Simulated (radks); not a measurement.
Effect of the nuclear size on neutral tungsten, [Xe] 4f14 5d4 6s2. Method: Dirac Kohn-Sham, PBE, spin-unpolarised, spherical densities, finite nucleus; open shells are shared between the two j in proportion to 2j + 1; Fermi nuclear charge, rms radius 5.3658 fm; computed with a radial shooting solver on a logarithmic mesh with Libxc functionals. The rms radius is varied about that value; shifts are against it.

rms radius (fm)  total energy shift (eV)  density at nucleus (e/bohr^3)  1s1/2 shift (meV)  2s1/2 shift (meV)  5s1/2 shift (meV)  5p1/2 shift (meV)  6s1/2 shift (meV)  5d5/2 shift (meV)  6p1/2 (empty) shift (meV)
4.7863                             -12.1                      1.482e+06              -4890               -689              -6.23              0.386             -0.428              0.376                      0.138
5.0009                             -7.71                       1.46e+06              -3120               -440              -3.98              0.246             -0.273              0.240                      0.088
5.3658                                 0                      1.424e+06              0.000              0.000              0.000              0.000              0.000              0.000                      0.000
5.8863                              11.6                      1.379e+06               4700                662               5.98             -0.370              0.411             -0.362                     -0.132
6.5677                              27.8                      1.328e+06              11300               1590               14.3             -0.886              0.987             -0.868                     -0.317

Slopes of the eigenvalues against <r^2> in GHz/fm^2, as finite differences over the two radii next to the reference (eigenvalue slopes, not the field-shift constants of lines): 1s1/2 196000, 2s1/2 27700, 5s1/2 250, 5p1/2 -15.5, 6s1/2 17.2, 5d5/2 -15.1, 6p1/2 (empty) -5.52.
